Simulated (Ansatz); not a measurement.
Born–Oppenheimer molecular dynamics of ClF₃H₂OTi (8 atoms, charge 0, multiplicity 1). It starts at the highest image of a converged band, a first-order saddle point between two minima.

Computed with RKS PBE0/def2-SVP (Ansatz).

```
ensemble                      : NVE (velocity Verlet)
time step                     : 0.5 fs
steps asked                   : 200
starting velocities drawn for : 300 K
seed                          : 6388
```

First frame:

```xyz
8
Properties=species:S:1:pos:R:3
Ti 0.072 -0.196 0.030
O -0.073 -0.229 1.927
H -0.657 0.254 2.525
F 1.536 0.341 -0.702
F -0.941 1.196 -0.107
F -0.788 -1.343 -0.926
Cl 1.418 -2.226 1.173
H 0.645 -1.297 2.013
```

Q: How far do the bonds stretch over the last three quarters of this one trajectory? (Pairs bonded in most of those frames.)

A: 
| bond | mean (Å) | spread (Å) | shortest | longest |
| --- | --- | --- | --- | --- |
| Ti1–O2 | 2.297 | 0.151 | 1.98 | 2.51 |
| Ti1–F4 | 1.718 | 0.012 | 1.70 | 1.74 |
| Ti1–F5 | 1.757 | 0.018 | 1.73 | 1.79 |
| Ti1–F6 | 1.720 | 0.017 | 1.70 | 1.75 |
| Ti1–Cl7 | 2.303 | 0.181 | 2.08 | 2.64 |
| O2–H3 | 0.969 | 0.022 | 0.93 | 1.00 |
| O2–H8 | 0.979 | 0.032 | 0.92 | 1.06 |

Mean temperature of the second half: 745 K. The conserved energy stayed within 0.19 meV per atom of its start (net change -0.14 meV per atom), so the integration is sound. The kinetic energy rose, since the run started high on the potential surface and went downhill. A run of 0.1 ps of so small a system gives no equilibrium averages. The orbitals stay closed-shell, which can raise the energy where a bond breaks towards radicals; this wasn't checked here.

Time of the run: 8.7 min on 4 threads of Arm Neoverse V1, with other jobs on the host, peak memory 0.31 GiB.
